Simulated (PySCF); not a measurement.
A PySCF script (with the pyscf-properties extension) for the NMR shieldings of SMILES C=C[C@@H]1C=C[SiH2][SiH2]1, C₅H₁₀Si₂, on a GFN2-xTB geometry:

```python
import basis_set_exchange as bse
import numpy as np
from pyscf import gto, dft
from pyscf.prop import nmr

atoms = """
C    -2.236879   -0.807087   -0.041547
C    -1.813247    0.431590    0.146498
C    -0.406018    0.890866   -0.037974
C     0.335921    0.029560   -1.016160
C     1.418658   -0.684479   -0.726773
Si    2.102643   -0.623662    1.027261
Si    0.512700    0.915587    1.671023
H    -3.261462   -1.090271    0.129303
H    -1.575623   -1.587154   -0.382076
H    -2.501829    1.190417    0.496990
H    -0.440403    1.907935   -0.445439
H    -0.091214    0.012736   -2.014940
H     1.879626   -1.279826   -1.503257
H     2.069502   -1.954943    1.647691
H     3.509404   -0.200318    1.018743
H     0.933287    2.297963    1.943224
H    -0.442063    0.563114    2.726986
"""
names = dict.fromkeys(["C", "Si", "H"], "pcSseg-1")
basis = {el: gto.basis.parse(bse.get_basis(n, elements=[el], fmt="nwchem")) for el, n in names.items()}
mol = gto.M(atom=atoms, basis=basis, charge=0, verbose=0)
mf = dft.RKS(mol, xc="PBE0")
mf.grids.level = 2
mf.grids.alignment = dft.numint.BLKSIZE   # the property module wants whole blocks of grid points
mf.conv_tol = 1e-9
mf.kernel()

calc = nmr.RKS(mf)   # GIAO
C = mf.mo_coeff
Co = C[:, mf.mo_occ > 0]
resp = mf.gen_response(singlet=True, hermi=2)
def vind(x):   # induced exchange potential for any number of trial vectors
    d = np.einsum("pi,xij,qj->xpq", C, 2 * x.reshape(-1, C.shape[1], Co.shape[1]), Co, optimize=True)
    return np.einsum("xpq,pi,qj->xij", resp(d - d.transpose(0, 2, 1)), C, Co, optimize=True).ravel()
mo1, _ = nmr.rhf.solve_mo1(calc, with_cphf=vind)
sigma = calc.kernel(mo1)
for i, s in enumerate(sigma):   # ppm
    print("%2d %-2s %9.2f" % (i, mol.atom_pure_symbol(i), np.trace(s) / 3))
```

Q: What does it print?

A: 
```
 0 C      70.23
 1 C      37.65
 2 C     143.97
 3 C      23.42
 4 C      51.88
 5 Si    420.22
 6 Si    414.93
 7 H      26.53
 8 H      26.70
 9 H      25.13
10 H      28.42
11 H      24.78
12 H      25.25
13 H      27.26
14 H      27.40
15 H      27.55
16 H      28.09
```

These numbers come from an equivalent density-fitted implementation of the same equations, which agrees with the script to about 0.01 ppm for H and up to a few tenths of a ppm for heavy atoms, so last digits may differ.

Q: Turn these shieldings into chemical shifts. Chemical shifts δ = σref − σ; ¹³C (186.93 ppm) and ²⁹Si (349.16 ppm) and ¹H (31.72 ppm) vs TMS, all at this level.

A: Averaging equivalent atoms: C 3: 163.5; C 1: 149.3; C 4: 135.0; C 0: 116.7; C 2: 43.0; Si 6: -65.8; Si 5: -71.1; H 11: 6.94; H 9: 6.59; H 12: 6.47; H 7: 5.18; H 8: 5.02; H 13: 4.45; H 14: 4.32; H 15: 4.17; H 16: 3.63; H 10: 3.30 ppm. 

Size and cost of the density-fitted run: 183 basis functions, 33 s wall time on 1 thread of an Arm Neoverse V1, shared host; peak memory 0.83 GiB.
